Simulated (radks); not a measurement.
Numerical settings for the lutetium ion Lu2+, [Xe] 4f14 6s1. All-electron calculation, Dirac Kohn-Sham, PBE, spin-unpolarised, spherical densities, finite nucleus; Fermi nuclear charge, rms radius 5.37 fm. Program: a radial shooting solver on a logarithmic mesh with Libxc functionals. The defaults (mesh step 0.008 in ln r, mesh end at 40 bohr or more with all orbitals vanishing there, Anderson mixing 0.5 over 9 steps, residual threshold near 1e-9 with the energy settled to 1e-9 hartree or 1e-11 of itself, here a cap of 98 iterations) give E = -14578.4815 hartree and 6s1/2 at -17.574 eV in 16 iterations. Times are rough (one thread of a shared host). Changes against that run (0 stands for a change within the tolerance of the run):

\begin{tabular}{lrrrrr}
setting & iterations & converged & E (mhartree) & e(6s1/2) (meV) & CPU (s) \\ \hline
mesh step in ln r 0.05 & 16 & yes & +0.0627 & +0.029 & 0.03 \\
mesh step in ln r 0.03 & 16 & yes & -0.00076 & 0 & 0.05 \\
mesh step in ln r 0.005 & 16 & yes & 0 & 0 & 0.24 \\
mesh end (bohr) 2 & 14 & level above zero & +9.92e+03 & +1.44e+05 & 0.11 \\
mesh end (bohr) 1 & 14 & level above zero & +2.3e+05 & +1.46e+06 & 0.1 \\
residual threshold 0.001 & 11 & yes & 0 & +0.0799 & 0.13 \\
residual threshold 1e-13 & 25 & yes & 0 & 0 & 0.2 \\
mixing 0.05 & 24 & yes & 0 & 0 & 0.21 \\
linear mixing, mixing 0.2 & 88 & yes & 0 & 0 & 0.58 \\
linear mixing, mixing 0.8 & 98 & no & +1.59e+05 & +273 & 2.3 \\
mixing history 2 & 30 & yes & 0 & 0 & 0.23 \\
iteration cap 8 & 8 & no & +0.221 & +18.4 & 0.09 \\
\end{tabular}

Settled on a wrong energy, with an occupied level pushed above zero by the early mesh end: mesh end (bohr) 2 (+9.92 hartree); mesh end (bohr) 1 (+230 hartree). Apart from these: no run marked as converged misses the energy by more than 1 mhartree. A mesh that ends early acts as a hard wall.
